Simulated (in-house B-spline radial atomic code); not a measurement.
## RPA and G0W0 on SCAN: Ar VII (Ar6+)

Configuration [Ne] 3s2, mean-field start SCAN. Computed with an all-electron radial atomic-structure program (B-spline basis): all electrons, scalar-relativistic (spin-free one-electron X2C), finite nucleus, each spin shell either full or empty, empty states to l = 9 with an (l + 1/2)⁻⁴ tail; G0W0 by contour deformation at full frequency.

Command:
```bash
python run_gw.py task.json out
```
Settings (radii: box in bohr, nucleus in fm):
```
Z                        18
electrons                12
configuration            [Ne] 3s2
hamiltonian              x2c
method                   scan,scan
lmax                     9
rms_radius               3.4274
spin_polarised           False
box_radius               9.29
intervals                68
ion_configuration        [Ne] 3s1
```

Run time, properties included: 1.6 s on 1 thread of Intel(R) Xeon(R) 6975P-C (shared host).

Energies (hartree):

| term | value |
| --- | --- |
| mean-field total | -518.02566 |
| Hartree-Fock functional on these orbitals | -517.49048 |
| direct second order | -0.87128 |
| second-order exchange | 0.32076 |
| SOSEX correction | 0.28574 |

What is the RPA correlation energy, and what remains with SOSEX?

RPA gives -0.7693 hartree (-1.74 eV per electron); RPA + SOSEX gives -0.48355, and the second-order doubles -0.55052 hartree (no singles). SOSEX takes back 37 % of the RPA value.

Quasi-particle levels (eV):

| level | occupied | mean field | Σx - vxc | Σc | QP weight | G0W0 |
| --- | --- | --- | --- | --- | --- | --- |
| 3s | yes | -116.37 | -6.10 | ? | ? | ? |
| 2p | yes | -346.83 | -26.31 | 4.21 | 0.950 | -368.94 |
| 3p | no | -98.66 | 9.01 | -2.07 | 0.951 | -91.72 |

G0W0 = mean field + (Σx - vxc) + Σc, with Σc (partial-wave tail included) taken at the quasi-particle energy. Levels of low weight are left out.

Where does G0W0 put 3s?

At -124.96 eV, with Σc = -2.50 eV and a quasi-particle weight of 0.961. The tabulated removal energy is 124.41 ± 0.06 eV (NIST, semi-empirical); the calculation leaves out spin-orbit coupling, Breit and QED terms, and what these don't explain is the method's own error.
